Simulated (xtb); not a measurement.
C$_{3}$H$_{9}$OSi (SMILES CO[Si](C)C), doublet, from a rough starting geometry; GFN2-xTB in xtb.

Input for xtb:
```
$ xtb mol.xyz --gfn 2 --uhf 1 --opt vtight --json

# file mol.xyz
14

C      2.03936098    -0.56765195     0.23921823
O      1.33656162    -0.03598138    -0.73769389
Si    -0.25280707     0.47237218    -0.91503348
C     -0.69362045     1.78244290     0.37874941
C     -1.41400777    -1.09033964    -0.71875550
H      1.65744909    -1.63594895     0.37806344
H      1.86581104    -0.05957409     1.19695713
H      3.05351750    -0.57229567    -0.01703138
H     -1.68639185     2.24092281     0.15030034
H     -0.81577865     1.28904669     1.34473873
H      0.00247653     2.59629776     0.43167527
H     -1.47470180    -1.40068560     0.41309482
H     -1.02886206    -1.96502268    -1.22258410
H     -2.39161537    -0.88160438    -0.97990838
```

The log (banner, timings and long lists left out):

```
   ID    Z sym.   atoms
    1    6 C      1, 4, 5
    2    8 O      2
    3   14 Si     3
    4    1 H      6-14

           -------------------------------------------------
          |                Calculation Setup                |
           -------------------------------------------------

           -------------------------------------------------
          |                 G F N 2 - x T B                 |
           -------------------------------------------------

          ...................................................
          :                      SETUP                      :
          :.................................................:
          :  # basis functions                  35          :
          :  # atomic orbitals                  34          :
          :  # shells                           20          :
          :  # electrons                        31          :
          :  max. iterations                   250          :
          :  Hamiltonian                  GFN2-xTB          :
          :  restarted?                      false          :
          :  GBSA solvation                  false          :
          :  PC potential                    false          :
          :  electronic temp.          300.0000000     K    :
          :  accuracy                    1.0000000          :
          :  -> integral cutoff          0.2500000E+02      :
          :  -> integral neglect         0.1000000E-07      :
          :  -> SCF convergence          0.1000000E-05 Eh   :
          :  -> wf. convergence          0.1000000E-03 e    :
          :  Broyden damping             0.4000000          :
          :  net charge                          0          :
          :  unpaired electrons                  1          :
          ...................................................

 iter      E             dE          RMSdq      gap      omega  full diag
   1    -16.9226791 -0.169227E+02  0.424E+00    3.61       0.0  T
   2    -16.9500722 -0.273931E-01  0.234E+00    3.66       1.0  T
   3    -16.9513210 -0.124881E-02  0.778E-01    3.79       1.0  T
   4    -16.9514705 -0.149520E-03  0.293E-01    3.83       1.0  T
   5    -16.9515045 -0.340038E-04  0.163E-01    3.83       1.0  T
   6    -16.9515065 -0.198922E-05  0.958E-02    3.82       1.0  T
   7    -16.9515213 -0.147950E-04  0.472E-02    3.82       1.0  T
   8    -16.9515217 -0.432934E-06  0.153E-02    3.83       1.7  T
[...]
 * total energy  :   -16.7700581 Eh     change       -0.3976473E-05 Eh
 * total energy  :   -16.7700598 Eh     change       -0.1724925E-05 Eh
 * total energy  :   -16.7700605 Eh     change       -0.7430209E-06 Eh
 * total energy  :   -16.7700611 Eh     change       -0.5282047E-06 Eh
 * total energy  :   -16.7700619 Eh     change       -0.7844810E-06 Eh
 * total energy  :   -16.7700623 Eh     change       -0.4020650E-06 Eh
 * total energy  :   -16.7700626 Eh     change       -0.3448486E-06 Eh
 * total energy  :   -16.7700631 Eh     change       -0.5352414E-06 Eh
 * total energy  :   -16.7700636 Eh     change       -0.5158625E-06 Eh
 * total energy  :   -16.7700639 Eh     change       -0.2653793E-06 Eh
 * total energy  :   -16.7700640 Eh     change       -0.1002635E-06 Eh
 * total energy  :   -16.7700641 Eh     change       -0.6862233E-07 Eh
   *** GEOMETRY OPTIMIZATION CONVERGED AFTER 24 ITERATIONS ***
         :: total energy             -16.770064082532 Eh    ::
[...]
    14   1 H        0.925     0.026     2.642     2.542

 Mol. C6AA /au·bohr⁶  :       2125.205408
 Mol. C8AA /au·bohr⁸  :      65804.166696
 Mol. α(0) /au        :         78.712441

Wiberg/Mayer (AO) data.
largest (>0.10) Wiberg bond orders for each atom

 ---------------------------------------------------------------------------
     #   Z sym  total        # sym  WBO       # sym  WBO       # sym  WBO
 ---------------------------------------------------------------------------
     1   6 C    3.955 --     7 H    0.985     6 H    0.985     8 H    0.982
                             2 O    0.980
     2   8 O    2.242 --     3 Si   1.138     1 C    0.980
     3  14 Si   3.005 --     2 O    1.138     5 C    0.892     4 C    0.892
     4   6 C    3.979 --     9 H    0.995    11 H    0.990    10 H    0.982
                             3 Si   0.892
     5   6 C    3.979 --    14 H    0.995    13 H    0.990    12 H    0.982
                             3 Si   0.892
     6   1 H    0.999 --     1 C    0.985
     7   1 H    0.999 --     1 C    0.985
     8   1 H    0.998 --     1 C    0.982
     9   1 H    0.999 --     4 C    0.995
    10   1 H    0.999 --     4 C    0.982
    11   1 H    0.999 --     4 C    0.990
    12   1 H    0.999 --     5 C    0.982
    13   1 H    0.999 --     5 C    0.990
    14   1 H    0.999 --     5 C    0.995
 ---------------------------------------------------------------------------

Topologies differ in total number of bonds
Writing topology from bond orders to xtbtopo.mol

molecular dipole:
                 x           y           z       tot (Debye)
 q only:       -0.144       0.027       0.014
   full:       -0.153      -0.222       0.677       1.852
molecular quadrupole (traceless):
                xx          xy          yy          xz          yz          zz
 q only:       -0.201      -1.403      -0.607       2.804      -1.561       0.808
  q+dip:        0.612      -0.529       1.034       1.709       0.696      -1.646
   full:        0.889      -1.031       0.803       2.525       0.322      -1.692

optimized geometry written to: xtbopt.xyz

           -------------------------------------------------
          | TOTAL ENERGY              -16.770064082532 Eh   |
          | GRADIENT NORM               0.000090102414 Eh/α |
          | HOMO-LUMO GAP               3.978226811290 eV   |
           -------------------------------------------------

normal termination of xtb
```
